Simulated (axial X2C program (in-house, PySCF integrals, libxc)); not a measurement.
# Potential curves of GaN, without spin–orbit coupling

All values were computed with an axial X2C code built on PySCF integrals. Spin-free means the one-electron spin-free X2C Hamiltonian. Basis: Ga dyall-cv3z [9s9p7d4f1g], N dyall-av3z [7s7p3d2f] (cores contracted in-house); Gaussian nuclei, density fitting, unrestricted open shells. Masses: Ga 68.926 u, N 14.003 u.

State: M_S = 1, Λ = 0 (beyond evenly filled blocks: π+α, π-α). Energies in eV from the fragments at the same level (Ga + N). Fits are polynomials in 1 − R0/R over 0.85 to 1.23 times the lowest point R0.

```csv
R (Å),CCSD,HF,MP2
1.7435,,-0.0790,-1.3227
1.8236,-1.6365,-0.4059,-1.6738
1.8838,-1.7890,-0.5385,-1.8236
1.9439,-1.8695,-0.5996,-1.9005
2.0040,-1.8953,-0.6073,-1.9218
2.0741,-1.8742,-0.5671,-1.8928
2.1443,-1.8129,-0.4902,-1.8186
2.2345,-1.6940,-0.3604,-1.6674
2.3447,,-0.1921,-1.3923
2.5050,,-0.0144,-0.8988
```

Correlated methods: 8 electrons correlated (number of frozen shells: Ga 3 s, 2 p, 1 d; N 1 s), 260 virtual spin orbitals or spinors in MP2.

One determinant describes the state; a PBE0 search over occupations chose it and may have missed a lower one. Dissociation energies refer to the lowest single-determinant-based atoms at the same level and basis. CCSD ran in a truncated set of natural virtual spinors with an MP2 remainder; without triples it tends to underbind. PBE0 can misorder states that lie within some tenths of an eV, so this need not be the ground state of the molecule. The nearest other spin-free determinant of the search, M_S = 1, Λ = 1, lies 0.40 eV up at the distance of the search. The determinant is spin-polarised beyond a pure state at some levels (its spin-free form has ⟨S²⟩ too high), which makes Re and μ there less reliable. With the outer-core shells frozen, correlated bond lengths of heavy atoms tend to come out a few hundredths of an ångström too long. Spin-free De lacks the spin–orbit lowering of the heavy p-block atom, a tenth of an eV or more for 4p and 5p, up to an eV for 6p and one to two eV for 7p atoms, less what an open-shell molecule gains itself. Coupled cluster ran on the points near the minimum only. MP2 and coupled cluster on one determinant become unreliable at the stretched end.

Fit the CCSD curve near its minimum: give the equilibrium distance, the harmonic wavenumber and the well depth.

At CCSD, spin-free: Re = 2.009 Å, ωe ≈ 509 cm⁻¹, De = 1.90 eV to Ga + N; Be follows as 0.359 cm⁻¹.

What are Re, ωe and De at the HF level?

At HF, spin-free: Re = 1.984 Å, ωe ≈ 531 cm⁻¹, De = 0.61 eV to Ga + N; Be follows as 0.368 cm⁻¹.

What are Re, ωe and De at the MP2 level?

At MP2, spin-free: Re = 2.001 Å, ωe ≈ 529 cm⁻¹, De = 1.92 eV to Ga + N; Be follows as 0.362 cm⁻¹.
